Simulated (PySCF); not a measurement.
## GeH and its ions

UHF-CCSD(T); basis Ge cc-pVDZ-PP with ECP10, H cc-pVDZ; scalar-relativistic core potentials; PySCF 2.14. Neutral (UHF): doublet (π ↑), Re = 1.603 Å, ωe = 1882 cm⁻¹, De = 2.69 eV.

GeH⁺ (RHF): singlet (closed shell), Re = 1.584 Å, ωe = 2007 cm⁻¹, De = 2.92 eV to Ge⁺ + H. The energies at the minima are -294.01267 hartree for GeH and -293.73751 for GeH⁺.

Question: Work out the adiabatic ionisation energy, without and with harmonic zero-point energies (1 hartree = 27.2114 eV, 1 eV = 8065.5 cm⁻¹), and the change of the bond length.

Answer: At CCSD(T): 0.27516 hartree = 7.487 eV between the minima; the zero-point term (2007.0 − 1882.0)/2 cm⁻¹ = +0.008 eV makes it 7.495 eV. Re changes by -1.9 pm against the neutral. The electron leaves a π orbital, which is non-bonding in a hydride.

Correlated steps freeze 4 core orbitals. Correlated levels converge slowly with the basis: in double zeta they bind strong bonds too weakly, by up to about 1 eV, and carry superposition errors of some tenths. For an ion De counts to the pair picked by the measured ionisation energies or electron affinities, which need not be the lowest pair at this level. Where the molecule has an RHF reference, its open-shell atoms are computed with UHF. States were picked by a PBE0 search and need not be the measured ground states.

Neutral and ion stand on different kinds of reference determinant, which adds to the error of the difference.
